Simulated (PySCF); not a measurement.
An EPR job on `ClB(Cl)c1cc[c]cc1` [radical].

Method: UKS B3LYP, pcH-1 on B C Cl H, non-relativistic, mean-field spin-orbit, GIAO (PySCF 2.14.0). Geometry: GFN2-xTB. The input is one job of a driver script: a line of settings, then coordinates in Å.

Command:
```bash
OMP_NUM_THREADS=1 python probes_run.py task.json out
```

Input:
```
{"job": {"kind": "epr", "basis": "pcH-1"}, "charge": 0, "multiplicity": 2}
Cl     3.250510    -0.857003    -0.278185
B      2.088401     0.414668    -0.233314
Cl     2.668119     2.030387    -0.384387
C      0.569825     0.113873    -0.063949
C     -0.369607     1.152542    -0.031994
C     -1.725990     0.889422     0.116767
C     -2.101178    -0.417374     0.230033
C     -1.244895    -1.479247     0.209011
C      0.108775    -1.203149     0.059438
H     -0.036017     2.175852    -0.123976
H     -2.440596     1.697721     0.140282
H     -1.587977    -2.497983     0.303943
H      0.816241    -2.019222     0.038603
```

Q: Give the output.

A: 
```
UKS, coarse grid
  cycle   1  E = -1176.28560414  |g| = 3.09e-01
  cycle   2  E = -1176.28119464  |g| = 3.08e-01
  cycle   3  E = -1176.32717408  |g| = 6.17e-02
  cycle   4  E = -1176.32878837  |g| = 2.57e-02
  cycle   5  E = -1176.32912266  |g| = 7.60e-03
  cycle   6  E = -1176.32916122  |g| = 3.92e-03
  cycle   7  E = -1176.32917193  |g| = 1.80e-03
  cycle   8  E = -1176.32917558  |g| = 1.33e-03
  cycle   9  E = -1176.32917827  |g| = 3.96e-04
UKS, final grid
  cycle   1  E = -1176.32917346  |g| = 3.41e-04
  cycle   2  E = -1176.32917356  |g| = 4.87e-04
  cycle   3  E = -1176.32917371  |g| = 1.50e-04
  cycle   4  E = -1176.32917378  |g| = 1.27e-04
  cycle   5  E = -1176.32917382  |g| = 2.85e-05
  cycle   6  E = -1176.32917382  |g| = 6.95e-06
E = -1176.32917382 Eh   <S^2> = 0.7573 (exact 0.7500)
g shifts (ppm)      1          2          3
  rmc          -164       -164       -164
  gc             32         11        -36
  oz_so        -737       -209       1190
  total        -869       -362        991
hyperfine (MHz)  atom isotope    a_iso     a_fc   dipolar eigenvalues
    0  35Cl       0.01       0.02     -0.76      0.32      0.44
    1   11B       4.32       4.32     -0.96      0.09      0.87
    2  35Cl       0.01       0.02     -0.76      0.33      0.44
    3   13C      -5.97      -5.99     -5.55      1.92      3.63
    4   13C      46.77      46.78     -6.50     -2.33      8.84
    5   13C      14.55      14.56    -13.78     -2.47     16.26
    6   13C     401.47     401.58    -79.88    -63.03    142.91
    7   13C      14.52      14.53    -13.79     -2.48     16.26
    8   13C      46.77      46.78     -6.50     -2.34      8.84
    9    1H      15.70      15.70     -3.16     -2.31      5.47
   10    1H      55.94      55.94     -6.97     -5.81     12.77
   11    1H      55.91      55.91     -6.96     -5.81     12.77
   12    1H      15.74      15.74     -3.16     -2.31      5.47
```

rmc, gc and oz_so are the mass-correction, gauge-correction and orbital-Zeeman/spin–orbit parts of the g shift along its three principal axes; a_iso is the isotropic hyperfine coupling and a_fc its Fermi-contact part. The program numbers atoms from 0.

Q: How far is ⟨S²⟩ from the pure-spin value?

A: S = 0.5 gives S(S+1) = 0.75; the run has 0.7573, 0.0073 more.

Q: Get g_iso from the total shifts.

A: Their mean is -80 ppm; added to g_e = 2.002319 it gives 2.00224.

Main results: ⟨S²⟩ 0.757; g_iso 2.0022.

Isolated species at its GFN2-xTB geometry, gas phase.

Q: Estimate the wall time. Hardware: one thread of an Arm Neoverse V1, no GPU, shared host with 32 logical CPUs at a one-minute load of 10. And the peak memory of the process?

A: About 1.7 min (density and orbital grids were written too), with 0.97 GiB resident at the peak, the Python interpreter and its libraries included.
Labels such as C1 count atoms from 1, the log's own numbers from 0.
